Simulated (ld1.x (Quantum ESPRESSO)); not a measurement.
Pseudopotential generation for zirconium (Zr): TM, LDA (PZ), fully relativistic.

```json
{
 "Element": "Zr (Z = 40)",
 "Generator": "ld1.x (Quantum ESPRESSO) 7.5",
 "Type": "norm-conserving Troullier–Martins (Kleinman–Bylander form)",
 "Functional": "LDA (PZ)",
 "Relativity": "fully relativistic",
 "Frozen core": "[Ar] 3d10 4s2",
 "Valence charge": "10",
 "Reference configuration": "4p6 4d2.5 5s1.5 5p0",
 "Partial waves": "5s (bound): rc 2.70 bohr; 4p (bound): rc 1.80 bohr; 4d (bound): rc 2.15 bohr",
 "Local potential": "the d channel",
 "Core correction": "Bessel-smoothed model core inside 1.20 bohr"
}
```

Open shells are filled in proportion to 2j + 1 (rel_dist='average').

Poles of the logarithmic derivatives, all-electron (AE) and pseudo (PS). s: poles at -3.9, 1.9 (AE) and -3.8, 1.5 (PS) Ry. p1/2: poles at -2.3, 2.9 (AE) and -2.3, 2.9 (PS) Ry. p3/2: poles at -2.2, 3.0 (AE) and -2.2, 3.0 (PS) Ry. d3/2: poles at 0.2, 4.9 (AE) and 0.3 (PS) Ry. d5/2: poles at 0.3, 5.0 (AE) and 0.3 (PS) Ry. Test radius 2.94 bohr.

* Cutoffs needed: 35 Ry and 45 Ry (the cutoffs (Ry, on a coarse ladder) from which the occupation-weighted sum of valence levels, in a spherical-Bessel basis at the reference potential, stays within 10 and 1 mRy of its value at 400 Ry)
* Ghost test: ghost state, extra bound levels that the all-electron valence spectrum of the same l lacks: s at -52.2 eV; a true bound ghost makes a file unfit for plane-wave use (spherical-Bessel basis up to 400 Ry, 20 bohr box)
* Largest excitation error: +35 meV (all-electron minus pseudo) for 4p6 4d0 5s0 5p0, out of 7 test configurations
